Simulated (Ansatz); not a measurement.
Consider the ligand exchange at a B–S bond: `CSSB(O)O` + HBr → `OB(O)Br` + `CSS`.

Computed with Ansatz on PBE0-D4/def2-TZVP structures; ΔE is electronic, products minus reactants. CCSD(T)/CBS adds triple-zeta CCSD(T) − MP2 to the extrapolated MP2 energy (def2 sets, frozen cores). DFT in def2-TZVPP. For Br outer-core shells are correlated without core-valence functions, which leaves a few kJ/mol of doubt a bond. Scalar relativity is left out up to krypton. Each species was taken in one conformer, which may not be the lowest.

`CSSB(O)O`:

Cartesian coordinates in Å:
```
C -1.732 -1.238 0.000
S -1.608 0.559 -0.090
S -0.146 0.964 1.292
B 1.354 0.920 0.214
O 1.284 0.718 -1.121
O 2.535 1.108 0.854
H -2.519 -1.524 -0.702
H -2.014 -1.550 1.005
H -0.794 -1.710 -0.293
H 0.358 0.650 -1.405
H 3.281 1.104 0.247
```

HBr:

```xyz
2

Br   -0.463   -0.245   -0.479
H     0.463    0.245    0.479
```

`OB(O)Br`:

Z-matrix (Å, degrees):
```
B
O 1 1.347
Br 1 1.936 2 117.8
O 1 1.354 2 121.5 3 -180.0
H 2 0.962 1 112.1 3 180.0
H 4 0.960 1 113.7 2 -180.0
```

`CSS`:

Z-matrix (Å, degrees):
```
C
S 1 1.802
H 1 1.089 2 110.8
H 1 1.090 2 111.1 3 123.0
H 1 1.093 2 106.0 3 -118.4
S 2 2.037 1 103.0 3 -56.7
H 6 1.349 2 99.3 1 -87.6
```

```json
{"level": "BLYP-D4", "ΔE (kcal/mol)": "-0.3", "difference from CCSD(T)/CBS": "1.3"}
{"level": "r2SCANh-D4", "ΔE (kcal/mol)": "-1.3", "difference from CCSD(T)/CBS": "0.3"}
{"level": "CAM-B3LYP-D4", "ΔE (kcal/mol)": "-1.2", "difference from CCSD(T)/CBS": "0.4"}
{"level": "revPBE", "ΔE (kcal/mol)": "-2.4", "difference from CCSD(T)/CBS": "-0.8"}
{"level": "LC-ωPBE", "ΔE (kcal/mol)": "-1.8", "difference from CCSD(T)/CBS": "-0.2"}
{"level": "HF/def2-SVP", "ΔE (kcal/mol)": "-3.6", "difference from CCSD(T)/CBS": "-2.0"}
{"level": "HF/def2-TZVPP", "ΔE (kcal/mol)": "-5.6", "difference from CCSD(T)/CBS": "-4.0"}
{"level": "CCSD(T)/def2-TZVPP", "ΔE (kcal/mol)": "-1.3", "difference from CCSD(T)/CBS": "0.3"}
{"level": "HF/CBS(def2)", "ΔE (kcal/mol)": "-5.7", "difference from CCSD(T)/CBS": "-4.1"}
{"level": "MP2/CBS(def2)", "ΔE (kcal/mol)": "-1.6", "difference from CCSD(T)/CBS": "0.0"}
{"level": "CCSD(T)/CBS", "ΔE (kcal/mol)": "-1.6", "difference from CCSD(T)/CBS": "0"}
```

Largest T1 diagnostic among the species: 0.013.

The D4 term adds +1.8 kcal/mol with B3LYP and +1.0 kcal/mol with PBE0; it sums over pairs of atoms, weighted by their polarisabilities, and B3LYP, whose exchange is more repulsive, gets the larger term. In def2-TZVPP, CCSD(T) changes the Hartree–Fock value by +4.4 kcal/mol (the triples alone add +1.0 kcal/mol) and MP2 by +4.4 kcal/mol.

B3LYP here is the variant with VWN-RPA as its local correlation; programs differ in this.
